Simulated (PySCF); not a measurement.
# From a computed spectrum to the compound

A species of 5 atoms with charge 1 has these harmonic modes (PBE0, small Gaussian bases with core potentials, PySCF 2.14.0):

| cm⁻¹ | km/mol | symmetry |
| --- | --- | --- |
| 206 | 1.2 | a1 |
| 359 | 0.0 | a2 |
| 481 | 281.8 | b1 |
| 642 | 82.3 | b2 |
| 658 | 44.5 | a1 |
| 761 | 19.3 | b2 |
| 772 | 105.5 | a1 |
| 3806 | 595.3 | b2 |
| 3810 | 12.3 | a1 |

(1) Which species is it, and in which structure?

Results:

(1) [Bi(OH)2]+ (singlet):
```xyz
5

Bi    0.0000    0.0000   -0.1998
O     1.4069   -0.0358    1.2429
H     2.3445   -0.0596    0.9867
O    -1.4069    0.0358    1.2429
H    -2.3445    0.0596    0.9867
```
Ideal gas at 298.15 K and 1 bar: S = 296.8 J/(mol K), Cp = 66.5 J/(mol K), H − H(0 K) = 14.1 kJ/mol (rigid rotor, harmonic modes, spin degeneracy alone). 
 This is one of several that fit.
